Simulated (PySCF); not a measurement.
C3H8FNSi, SMILES C/C=N/[C@H](F)[SiH3]. Geometry optimised at PBE-D3(BJ)/def2-SVP. The structure was generated by enumeration; whether it is a known compound was not checked. One conformer was computed; it need not be the lowest.

Computed equilibrium geometry at PBE-D3(BJ)/def2-SVP (PySCF confirms it by a frequency run) as bond lengths and angles (one conformer of several):
Atoms: C1 C2 N3 C4 F5 Si6 H7 H8 H9 H10 H11 H12 H13 H14. Bond lengths (Å): C1–C2 1.496, C1–H7 1.111, C1–H8 1.106, C1–H9 1.111, C2–N3 1.283, C2–H10 1.114, N3–C4 1.410, C4–F5 1.420, C4–Si6 1.932, C4–H11 1.116, Si6–H12 1.502, Si6–H13 1.503, Si6–H14 1.501. Angles (°): C2–C1–H7 110.6, C2–C1–H8 110.7, C2–C1–H9 110.6, H7–C1–H8 109.4, H7–C1–H9 106.2, H8–C1–H9 109.3, C1–C2–N3 121.9, C1–C2–H10 117.3, N3–C2–H10 120.8, C2–N3–C4 121.6, N3–C4–F5 115.5, N3–C4–Si6 108.6, N3–C4–H11 108.7, F5–C4–Si6 107.0, F5–C4–H11 106.7, Si6–C4–H11 110.2, C4–Si6–H12 110.4, C4–Si6–H13 109.0, C4–Si6–H14 107.4, H12–Si6–H13 109.6, H12–Si6–H14 110.4, H13–Si6–H14 110.0.
